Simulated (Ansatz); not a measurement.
Steps of a relaxation of AlBClH₃OS (`SB[O][AlH][Cl]`) with RKS PBE0-D4/def2-TZVP.

```sh
$ ansatz run in.yaml --threads 2 --pin off --events-out ev --progress --plain --max-ram 4352MiB
```

```yaml
crystal:
  periodic: [false, false, false]
  atoms:
    - {symbol: S, position_ang: [-2.329895, 0.448828, 0.215642]}
    - {symbol: B, position_ang: [-0.582028, 0.582780, 0.715464]}
    - {symbol: O, position_ang: [0.345681, -0.123772, 0.034752]}
    - {symbol: Al, position_ang: [1.493947, -1.009993, -0.865432]}
    - {symbol: Cl, position_ang: [2.336915, -0.089039, -2.558848]}
    - {symbol: H, position_ang: [-2.804029, 1.297564, 1.167535]}
    - {symbol: H, position_ang: [-0.268170, 1.300358, 1.649966]}
    - {symbol: H, position_ang: [1.899678, -2.463827, -0.414879]}
basis:
  gaussian: {orbitals: def2-TZVP}
hamiltonian: {xc: pbe0, dispersion: d4}
relax: {f_tol: 0.005, max_steps: 150}
```

Positions (Å) and forces (eV/Å) along the path, 11 of 11 steps:

```xyz
8
step=1 energy=-32720.4580 eV
S    -2.330    0.449    0.216    0.079    0.340    0.439
B    -0.582    0.583    0.715    0.355   -0.078   -0.071
O     0.346   -0.124    0.035    0.215   -0.179   -0.169
Al    1.494   -1.010   -0.865   -0.467    0.479    0.276
Cl    2.337   -0.089   -2.559   -0.151   -0.158    0.302
H    -2.804    1.298    1.168    0.157   -0.311   -0.351
H    -0.268    1.300    1.650   -0.140   -0.282   -0.364
H     1.900   -2.464   -0.415   -0.048    0.188   -0.062
8
step=2 energy=-32720.4898 eV
S    -2.317    0.447    0.218    0.036    0.141    0.162
B    -0.572    0.584    0.707    0.092   -0.086   -0.018
O     0.348   -0.123    0.033    0.209   -0.168   -0.165
Al    1.483   -1.004   -0.858   -0.333    0.293    0.239
Cl    2.319   -0.089   -2.535   -0.019   -0.023    0.039
H    -2.791    1.287    1.160    0.064   -0.118   -0.136
H    -0.264    1.288    1.634   -0.043   -0.058   -0.114
H     1.887   -2.447   -0.414   -0.007    0.018   -0.006
8
step=3 energy=-32720.4936 eV
S    -2.305    0.452    0.212    0.014   -0.065    0.022
B    -0.569    0.558    0.721   -0.030    0.214   -0.151
O     0.349   -0.135    0.041    0.021   -0.088    0.033
Al    1.472   -0.994   -0.852   -0.013   -0.016    0.030
Cl    2.301   -0.081   -2.528    0.010    0.022   -0.028
H    -2.777    1.289    1.146   -0.009    0.017    0.021
H    -0.261    1.289    1.617   -0.006   -0.060    0.077
H     1.882   -2.434   -0.411    0.013   -0.024   -0.003
8
step=4 energy=-32720.4967 eV
S    -2.308    0.437    0.223    0.029   -0.004   -0.026
B    -0.565    0.579    0.703   -0.056   -0.015    0.039
O     0.351   -0.128    0.034   -0.004   -0.002    0.012
Al    1.472   -0.996   -0.850    0.015   -0.014   -0.018
Cl    2.308   -0.080   -2.521    0.014    0.008   -0.021
H    -2.777    1.285    1.149   -0.009    0.015    0.021
H    -0.261    1.286    1.620    0.005    0.024   -0.008
H     1.873   -2.441   -0.413    0.006   -0.011    0.001
8
step=5 energy=-32720.4969 eV
S    -2.306    0.436    0.224   -0.015   -0.006   -0.034
B    -0.567    0.578    0.704    0.007   -0.030    0.032
O     0.350   -0.135    0.041   -0.024    0.019    0.016
Al    1.470   -0.997   -0.849    0.028   -0.026   -0.020
Cl    2.305   -0.076   -2.520    0.007    0.009   -0.015
H    -2.776    1.288    1.145   -0.011    0.016    0.019
H    -0.260    1.290    1.617    0.002    0.030    0.001
H     1.876   -2.441   -0.417    0.006   -0.011    0.000
8
step=6 energy=-32720.4972 eV
S    -2.306    0.440    0.221   -0.024   -0.003   -0.006
B    -0.568    0.574    0.709    0.044   -0.004   -0.005
O     0.349   -0.141    0.048   -0.017    0.005    0.009
Al    1.471   -0.998   -0.849    0.006   -0.006    0.001
Cl    2.302   -0.074   -2.521   -0.005    0.003    0.002
H    -2.778    1.291    1.143    0.001    0.002   -0.001
H    -0.260    1.294    1.616   -0.006    0.003    0.002
H     1.882   -2.443   -0.421    0.002   -0.001   -0.003
8
step=7 energy=-32720.4973 eV
S    -2.306    0.439    0.221   -0.024   -0.001   -0.003
B    -0.568    0.574    0.710    0.044   -0.003   -0.009
O     0.349   -0.145    0.051   -0.016    0.004    0.010
Al    1.471   -0.999   -0.848    0.006   -0.005    0.000
Cl    2.299   -0.071   -2.520   -0.006    0.002    0.004
H    -2.777    1.294    1.140    0.001    0.000   -0.003
H    -0.260    1.296    1.614   -0.006    0.001    0.003
H     1.885   -2.444   -0.423    0.000    0.001   -0.003
8
step=8 energy=-32720.4976 eV
S    -2.303    0.433    0.222   -0.023    0.010    0.010
B    -0.566    0.566    0.716    0.036   -0.001   -0.017
O     0.349   -0.176    0.079   -0.021    0.009    0.018
Al    1.470   -1.008   -0.842    0.007    0.004   -0.011
Cl    2.270   -0.046   -2.509   -0.009   -0.010    0.016
H    -2.773    1.317    1.116    0.012   -0.015   -0.015
H    -0.259    1.310    1.604    0.001   -0.009    0.000
H     1.904   -2.455   -0.441   -0.004    0.012   -0.002
8
step=9 energy=-32720.4976 eV
S    -2.303    0.432    0.221   -0.009    0.016    0.016
B    -0.566    0.566    0.716    0.017   -0.005   -0.014
O     0.348   -0.177    0.081   -0.004    0.001    0.008
Al    1.470   -1.008   -0.841    0.003    0.002   -0.005
Cl    2.267   -0.045   -2.508   -0.005   -0.004    0.008
H    -2.770    1.319    1.114    0.000   -0.012   -0.013
H    -0.259    1.310    1.603   -0.001   -0.005   -0.001
H     1.905   -2.454   -0.442   -0.002    0.007    0.000
8
step=10 energy=-32720.4977 eV
S    -2.302    0.439    0.217    0.000    0.001    0.000
B    -0.566    0.564    0.717   -0.001    0.000    0.000
O     0.347   -0.182    0.083    0.000    0.001    0.001
Al    1.470   -1.008   -0.840    0.001   -0.001   -0.001
Cl    2.258   -0.045   -2.512   -0.001    0.000    0.000
H    -2.770    1.323    1.110    0.000    0.000    0.000
H    -0.258    1.303    1.608    0.000   -0.001    0.000
H     1.913   -2.451   -0.438    0.000    0.001    0.000
8
step=11 energy=-32720.4977 eV
S    -2.302    0.441    0.215    0.002   -0.002   -0.002
B    -0.566    0.562    0.718   -0.004    0.002    0.000
O     0.347   -0.186    0.086    0.000    0.000    0.001
Al    1.470   -1.009   -0.840    0.001   -0.001    0.000
Cl    2.252   -0.042   -2.512    0.000    0.000   -0.001
H    -2.769    1.327    1.106    0.000    0.002    0.002
H    -0.258    1.301    1.609    0.000    0.000    0.001
H     1.918   -2.450   -0.439    0.000    0.000    0.000
```

Run time 79 s (2 threads of an Arm Neoverse V1 on a shared host); peak host memory 0.49 GiB.
